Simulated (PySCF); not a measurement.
Ga(OH)2(SeH) (GaH₃O₂Se), SMILES [OH][Ga]([OH])[SeH].

Geometry optimised at PBE-D3(BJ)/def2-SVP. The structure was generated by enumeration; whether it is a known compound was not checked. The values are those of a single conformer.

Two levels are set side by side: PBE/def2-TZVP (PySCF) and ωB97X/def2-TZVP (PySCF). Same geometry, gas phase. Differences are taken from unrounded values.

```tsv
quantity	ωB97X
orbital gap (eV)	10.65
highest occupied level (eV)	-9.79
lowest empty level (eV)	0.86
dipole moment (D)	1.05
mean polarisability (bohr³)	59.4
```

What does PBE give, and how far is it from ωB97X? (Estimate from the structure and the level; the computed values follow.)


```csv
quantity,PBE,PBE minus ωB97X
orbital gap (eV),4.30,-6.35
highest occupied level (eV),-6.30,3.49
lowest empty level (eV),-2.00,-2.86
dipole moment (D),0.97,-0.07
mean polarisability (bohr³),63.3,4.0
```

Without exact exchange PBE keeps part of each electron's self-repulsion, which lifts occupied levels and narrows the gap. PBE's more diffuse valence density responds more strongly to a field. Differences between two approximate levels are no errors against the true value.

Rough cost on one machine, each run with all the roots and properties that it gave: ωB97X against PBE within a factor of 2.
